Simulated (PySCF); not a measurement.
Two structures of SiHCl$_{3}$, singlet, reached by relaxing down either side of one saddle point (PBE0-D4/def2-TZVP). Energies are electronic, without zero-point energy. Program: PySCF 2.14 with density fitting (its default auxiliary sets; JK sets also for MP2 and CCSD(T)). Basis: def2-TZVPP and def2-QZVPP. Cores are frozen in the correlated methods. Extrapolation: Hartree–Fock as exp(−7.88 √X), correlation as X^−2.97. First:

Si1  (-0.069, -0.933, -0.804)
Cl2  (1.998, -1.019, -0.535)
Cl3  (-0.732, -2.014, 0.852)
H4  (-0.928, 2.269, -0.212)
Cl5  (-0.256, 1.714, 0.727)
(Å)

Second:

Si1  (-0.057, 0.076, -0.055)
Cl2  (1.535, -0.518, -1.165)
Cl3  (-1.242, -1.524, 0.341)
H4  (-0.827, 1.080, -0.802)
Cl5  (0.595, 0.885, 1.688)
(Å)

(1) Which bonds change from the first to the second?

(2) Give the saddle point's structure and its height above each. (To be estimated.)

T1 diagnostic: at most 0.014. The restricted Hartree–Fock reference is unstable towards an unrestricted one at one or more of these structures. The start structure is not quite a true minimum (one mode of 49i cm⁻¹).

## Answers

(1) SiCl₂ + HCl → SiHCl₃ ([Cl][SiH]([Cl])[Cl]); bonds formed: Si1–H4, Si1–Cl5; bonds broken: H4–Cl5.

(2) By the calculation: 71.2 kJ/mol above the first and 304.7 kJ/mol above the second (CCSD(T) at an estimated basis limit (MP2 extrapolated from triple and quadruple zeta, plus CCSD(T) − MP2 in triple zeta)).
```json
{"atom": "Si1", "x (Å)": "-0.2269", "y (Å)": "-0.2131", "z (Å)": "-0.5772"}
{"atom": "Cl2", "x (Å)": "1.6784", "y (Å)": "-0.7916", "z (Å)": "-1.0284"}
{"atom": "Cl3", "x (Å)": "-1.0980", "y (Å)": "-1.7640", "z (Å)": "0.4246"}
{"atom": "H4", "x (Å)": "-0.5262", "y (Å)": "1.3345", "z (Å)": "-0.1119"}
{"atom": "Cl5", "x (Å)": "0.1727", "y (Å)": "1.4343", "z (Å)": "1.2927"}
```

Losses and insertions of silylenes and their heavier kin drive the gas-phase chemistry of silicon and germanium vapour deposition.

Labels in which every atom is bracketed show which atoms are joined, not bond orders.

For scale, one of the runs: CCSD(T)/def2-TZVPP, 182 basis functions, launched by `OMP_NUM_THREADS=4 python run.py`. The run took 6.6 min on 4 CPU threads of an Arm Neoverse N1 (shared host), with 1.8 GiB of host memory at its peak.
